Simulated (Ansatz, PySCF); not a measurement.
Ligand exchange on a metal centre used in film growth or etching (Zn NH2-H). Isolated molecules, 0 K electronic values unless said otherwise. One relaxed conformer stands for each flexible species; it need not be the lowest.

Quantity: redistribution energy (mixed species minus the weighted end members), in eV.

Level 1: frozen-core CCSD(T)/def2-TZVPP // PBE-D3(BJ)/def2-SVP (Ansatz, an electronic-structure program)
Level 2: PBE-D3(BJ)/def2-TZVP // PBE-D3(BJ)/def2-SVP (PySCF)
Level 3: HF/3-21G // PBE-D3(BJ)/def2-SVP (PySCF)
Level 4: HF/6-31G* (LANL2DZ on Zn) // PBE-D3(BJ)/def2-SVP (PySCF)

```tsv
species	level 1	level 2	level 3	level 4
1 of 2 NH2 replaced by H: [Zn(NH2)(H)]	-0.051	-0.049	-0.095	-0.022
```
